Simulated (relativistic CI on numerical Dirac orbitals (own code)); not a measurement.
## Slater and spin-orbit integrals, Sn¹²⁺

Computed by Dirac-Coulomb-Breit CI, KLI orbitals optimised for each configuration, a model potential for QED, unscaled Slater integrals (own radial code, finite nucleus).

Slater integrals F^k, G^k are unscaled and averaged over j, outside the closed core [Ar] 3d10; ζ comes from projecting the Hamiltonian with its Breit term on Σ l·s of the shell.

- 4s²4p⁶4d²: F^2(4d,4d) = 115790, F^4(4d,4d) = 78202, ζ(4d) = 4954 cm⁻¹; <r>(4d) = 0.8805, <r^2>(4d) = 0.8858 (bohr units).
- 4s²4p⁵4d³: ζ(4p) = 48490, F^2(4d,4d) = 115910, F^4(4d,4d) = 78284, F^2(4p,4d) = 120850, G^1(4p,4d) = 153310, G^3(4p,4d) = 96570, ζ(4d) = 4953.6 cm⁻¹; <r>(4p) = 0.8107, <r^2>(4p) = 0.7424, <r>(4d) = 0.8793, <r^2>(4d) = 0.8835 (bohr units).
- 4s²4p⁶4d4f: ζ(4d) = 4996.7, F^2(4d,4f) = 107740, F^4(4d,4f) = 70614, G^1(4d,4f) = 127540, G^3(4d,4f) = 82086, G^5(4d,4f) = 58684, ζ(4f) = 211.49 cm⁻¹; <r>(4d) = 0.8797, <r^2>(4d) = 0.8846, <r>(4f) = 0.986, <r^2>(4f) = 1.122 (bohr units).

Task: Give the Racah parameters of the d shell in 4s²4p⁶4d².

Result: B = F²/49 − 5F⁴/441 = 1476 cm⁻¹ and C = 35F⁴/441 = 6206 cm⁻¹.

Averages of the first 10 configurations, taken without configuration mixing, which lowers the lowest level and can move excited configurations by several eV; other configurations of the list can lie among them:

```tsv
Configuration	Parity	States	Average energy above the lowest level (eV)
4s²4p⁶4d²	even	45	5.6
4s²4p⁵4d³	odd	720	80.6
4s²4p⁶4d4f	odd	140	86.3
4s²4p⁶4d5s	even	20	79.8
4s4p⁶4d³	even	240	135.2
4s²4p⁵4d²4f	even	3780	160.1
4s²4p⁶4d5p	odd	60	98.0
4s²4p⁶4f5s	odd	28	161.7
4s4p⁶4d²4f	odd	1260	215.1
4s²4p⁶4d5d	even	100	126.0
```
